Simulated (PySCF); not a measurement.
# Simulated absorption spectrum

Species: HSi(GeH3)3.
Bonds: Si1–Ge2, Si1–Ge3, Si1–Ge4. Hydrogens: H5 on Si1; H6, H7, H8 on Ge2; H9, H10, H11 on Ge3; H12, H13, H14 on Ge4.

Theory: TDDFT wB97X-D/def2-SVPD, vertical, gas phase, core orbitals frozen in the response in PySCF 2.14.0, density-fitted response routines. Geometry: PBE0-D3(BJ)/def2-SVP; no solvent, vibrations or thermal averaging. The wB97X-D/def2-SVPD calculation is non-relativistic and has no spin–orbit coupling, an omission that weighs most on germanium.

Computed states:

```tsv
state	E (eV)	f
S1	6.73	0.0001
S2	6.81	0.064
S3	6.83	0.054
S4	6.97	0.018
S5	7.14	0.268
S6	7.15	0.259
S7	7.34	0.269
S8	7.35	0.286
S9	7.39	0.119
S10	7.40	0.151
S11	7.44	0.0069
S12	7.57	0.018
S13	7.79	0.128
S14	7.80	0.126
S15	7.98	0.019
```

Broadening: Gaussians 0.3 eV wide at half height, area fixed by f = 4.319×10⁻⁹ ∫ε dν̃. The width is an assumption, not a result. The curve ends short of the highest state used, and states not computed would add to its high-energy end.

Task: What does the envelope look like, and where are its maxima?

Result: 
```tsv
E (eV)	ε (L mol⁻¹ cm⁻¹)
6.28	1
6.31	4
6.34	9
6.37	21
6.40	47
6.43	100
6.46	199
6.50	458
6.53	804
6.56	1336
6.59	2103
6.62	3136
6.65	4436
6.69	6498
6.72	8167
6.75	9811
6.78	11333
6.81	12710
6.84	14034
6.87	15522
6.91	18323
6.94	21483
6.97	25834
7.00	31433
7.03	38112
7.06	45503
7.10	55643
7.13	62896
7.16	69524
7.19	75397
7.22	80451
7.25	84557
7.28	87429
7.32	88549
7.35	86728
7.38	82299
```

Maxima: 170 nm (7.31 eV), ε about 89000, made up of S5 (12%), S6 (11%), S7 (26%), S8 (28%), S9 (10%) and S10 (12%) (ε in L mol⁻¹ cm⁻¹; maxima over ε = 5, shares over 10%).

Task: Coming from long wavelengths, where does ε first pass 100 L mol⁻¹ cm⁻¹?

Result: At about 193 nm (6.43 eV), 0.30 eV below S1.

Task: What would ε be at 7.31 eV, the highest of these maxima, with half the width (0.15 eV)?

Result: About 108000 L mol⁻¹ cm⁻¹ against 88600, a factor of about 1.2; a lone state at its own centre would give exactly 2.

Task: On this curve, what absorbance would a 10⁻³ mol/L sample give at 193 nm over a 1 cm path?

Result: 193 nm is 6.424 eV, where ε is about 86 L mol⁻¹ cm⁻¹, so A = ε c l ≈ 0.086 (Beer–Lambert, with the gas-phase spectrum and the assumed width).

On one thread of an Arm Neoverse V1, shared host, this took 79 s of wall time (grids of density and orbitals included) and 1.1 GiB of memory at its peak.
